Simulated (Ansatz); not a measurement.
C$_{2}$H$_{7}$ClO$_{2}$Si (`CO[SiH](Cl)OC`), relaxed with RKS PBE0-D4/def2-TZVP in Ansatz 0.2.0 from a GFN2-xTB geometry. The force threshold is 0.005 eV/Å; the program also tests the step.

Charge 0, multiplicity 1.

Start:

```xyz
13

C     2.598    0.275    0.091
O     1.313   -0.217    0.335
Si   -0.096    0.430   -0.085
Cl   -0.204    0.734   -2.080
O    -1.089   -0.741    0.390
C    -2.471   -0.825    0.208
H     2.808    1.127    0.740
H     2.707    0.590   -0.950
H     3.307   -0.526    0.304
H    -0.364    1.715    0.550
H    -2.789   -1.816    0.531
H    -2.982   -0.068    0.807
H    -2.737   -0.680   -0.841
```

(1) How much energy does the relaxation release, and in how many steps? (Estimate.)

(2) Which bonds change most? (Estimate.)

(3) Give the relaxed structure. (Estimate.)

Results:

(1) Ansatz gave: 6.77 kJ/mol, in 10 steps.

(2) The calculation gave: Si3–Cl4 from 2.021 to 2.060 Å; Si3–H10 from 1.458 to 1.479 Å; C1–O2 from 1.396 to 1.411 Å; O5–C6 from 1.397 to 1.411 Å.

(3) Ansatz gave: 
```xyz
13

C     2.626    0.314    0.052
O     1.395   -0.323    0.316
Si   -0.064    0.295   -0.001
Cl   -0.216    0.795   -1.994
O    -1.121   -0.870    0.371
C    -2.516   -0.798    0.173
H     2.703    1.272    0.577
H     2.758    0.486   -1.020
H     3.424   -0.341    0.405
H    -0.321    1.547    0.744
H    -2.957   -1.713    0.571
H    -2.952    0.058    0.698
H    -2.758   -0.722   -0.891
```
